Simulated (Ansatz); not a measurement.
CH5FOSi2 (`F[Si@@H]1O[C@H]1[SiH3]`), relaxed with RKS PBE0-D4/def2-TZVP in Ansatz 0.2.0 from a PBE-D4/def2-SVP geometry. The force threshold is 0.005 eV/Å; the program also tests the step.

The species carries charge 0 and has multiplicity 1.

Start:

```xyz
10

F    -0.762   -1.192    2.814
Si   -0.853   -0.814    1.233
O     0.234   -1.569    0.199
C     0.559   -0.074    0.349
Si    0.437    0.885   -1.275
H    -2.290   -0.754    0.863
H     1.487    0.080    0.939
H     1.457    0.394   -2.265
H     0.670    2.347   -1.002
H    -0.938    0.697   -1.855
```

| step | energy (eV) | largest force (eV/Å) | largest move (Å) |
| --- | --- | --- | --- |
| 1 | -21629.0361 | 1.249 | 0.000 |
| 2 | -21629.1055 | 0.767 | 0.033 |
| 3 | -21629.1329 | 0.106 | 0.035 |
| 4 | -21629.1335 | 0.036 | 0.005 |
| 5 (rejected) | -21629.1333 | 0.082 | 0.008 |
| 6 | -21629.1336 | 0.016 | 0.003 |
| 7 | -21629.1336 | 0.013 | 0.005 |
| 8 | -21629.1336 | 0.002 | 0.003 |

End:

```xyz
10

F    -0.752   -1.162    2.760
Si   -0.832   -0.816    1.217
O     0.224   -1.553    0.214
C     0.548   -0.064    0.350
Si    0.429    0.874   -1.260
H    -2.252   -0.750    0.847
H     1.465    0.074    0.925
H     1.435    0.388   -2.240
H     0.666    2.315   -0.982
H    -0.931    0.695   -1.831
```

It took 25 s on 4 threads of a server CPU on a shared host, with 0.52 GiB of host memory at the peak.
